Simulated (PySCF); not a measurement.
Magnetisability: SMILES [H]/N=C(\C)CCC#C, C6H9N

Geometry:
| atom | x (Å) | y (Å) | z (Å) |
| --- | --- | --- | --- |
| C1 | 1.998 | 1.032 | -1.603 |
| C2 | 1.744 | 0.362 | -0.644 |
| C3 | 1.440 | -0.481 | 0.493 |
| C4 | 0.065 | -1.167 | 0.375 |
| C5 | -1.051 | -0.192 | 0.633 |
| C6 | -1.507 | 0.624 | -0.542 |
| N7 | -1.498 | -0.123 | 1.807 |
| H8 | 2.225 | 1.626 | -2.437 |
| H9 | 2.216 | -1.249 | 0.563 |
| H10 | 1.465 | 0.116 | 1.409 |
| H11 | 0.011 | -1.950 | 1.132 |
| H12 | -0.037 | -1.611 | -0.617 |
| H13 | -2.256 | 1.357 | -0.246 |
| H14 | -0.652 | 1.135 | -0.984 |
| H15 | -1.933 | -0.030 | -1.302 |
| H16 | -2.239 | 0.561 | 1.951 |

Method: PySCF, GIAO B3LYP/pcSseg-1 magnetisability, rotational g tensor and spin-rotation constants, non-relativistic, gas phase. Geometry: GFN2-xTB.

(1) How diamagnetic is it, and how anisotropic?

(2) Split it along the inertial axes a, b, c into diamagnetic and paramagnetic parts about the centre of mass, with the quadrupole moment.

(3) And the rotational g tensor?

## Answers

(1) Isotropic -1074 × 10⁻³⁰ J/T², or -64.7 × 10⁻⁶ cm³/mol; principal values -1177, -1097, -948 × 10⁻³⁰ J/T², anisotropy 201 × 10⁻³⁰ J/T² (root of half the summed squared differences of the principal values). The susceptibility is in cgs units.

(2) 
| axis | χ (10⁻⁶ cm³/mol) | diamagnetic (10⁻⁶ cm³/mol) | paramagnetic (10⁻⁶ cm³/mol) | summed x² of all electrons (Å²) | quadrupole Θ (D Å) |
| --- | --- | --- | --- | --- | --- |
| a | -64.2 | -374.1 | 310.0 | 152.3 | -3.59 |
| b | -66.3 | -747.3 | 681.0 | 64.4 | +3.93 |
| c | -63.6 | -919.3 | 855.7 | 23.8 | -0.34 |

Anisotropies 2χaa − χbb − χcc = +1.6 and 2χbb − χaa − χcc = -4.9 × 10⁻⁶ cm³/mol. Θ is traceless in Buckingham's convention.

(3) 
| axis | rotational constant (GHz) | g | nuclear part | electronic part |
| --- | --- | --- | --- | --- |
| a | 4.6048 | -0.0230 | 0.6476 | -0.6705 |
| b | 1.7955 | -0.0109 | 0.5635 | -0.5744 |
| c | 1.4507 | -0.0089 | 0.5743 | -0.5832 |

Asymmetric top; isotopes 12C, 1H, 14N; no vibrational averaging.
